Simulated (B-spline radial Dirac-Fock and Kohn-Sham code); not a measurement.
## Electron momentum distribution of Te⁶⁺: Compton profiles

System: tellurium as Te⁶⁺ in the configuration [Kr] 4d10, inside a Watson sphere of charge -6 and radius 2.7 Å (a model of the Madelung potential; inside it an electron's potential energy is raised by 32.0 eV).

Calculated with an atomic code on a B-spline grid, using the impulse approximation on Dirac-Fock orbitals of the configuration average with a finite nucleus. pz is in atomic units of momentum; subshell profiles are per electron, for a selection of subshells; open shells are spread over both j values by their weights.

```csv
pz,J total,J 2p1/2,J 2p3/2,J 4s1/2,J 4d5/2
0,4.968,0.0278,0.0291,0.295,0.164
0.19,4.958,0.0278,0.0291,0.291,0.164
0.26,4.949,0.0278,0.0291,0.287,0.164
0.35,4.934,0.0278,0.0291,0.280,0.164
0.48,4.903,0.0278,0.0291,0.267,0.164
0.65,4.846,0.0278,0.0291,0.246,0.164
0.89,4.731,0.0278,0.0291,0.210,0.163
1.2,4.512,0.0278,0.0291,0.160,0.160
1.7,3.987,0.0278,0.0291,0.0901,0.144
2.3,3.199,0.0278,0.0291,0.0415,0.111
3.1,2.267,0.0277,0.0290,0.0241,0.0613
4.3,1.493,0.0275,0.0288,0.0223,0.0182
5.8,1.076,0.0270,0.0281,0.0117,0.00436
7.9,0.7247,0.0255,0.0264,0.00276,0.00312
11,0.4065,0.0218,0.0221,0.00182,0.00221
15,0.2130,0.0157,0.0155,0.000970,0.000825
20,0.1085,0.00918,0.00863,0.000206,0.000208
28,0.04474,0.00337,0.00294,5.27e-05,2.63e-05
38,0.01863,0.000949,0.000758,4.57e-05,2.84e-06
```

J(0) = 4.968. The 4d5/2 subshell gives the largest part, 20 %.

Mean momentum ⟨p⟩ by subshell (a.u.): 1s1/2 48.1, 2s1/2 17.0, 2p1/2 22.7, 2p3/2 21.5, 3s1/2 8.26, 3p1/2 9.87, 3p3/2 9.52, 3d3/2 11.3, 3d5/2 11.2, 4s1/2 3.84, 4p1/2 4.25, 4p3/2 4.12, 4d3/2 4.23, 4d5/2 4.18.
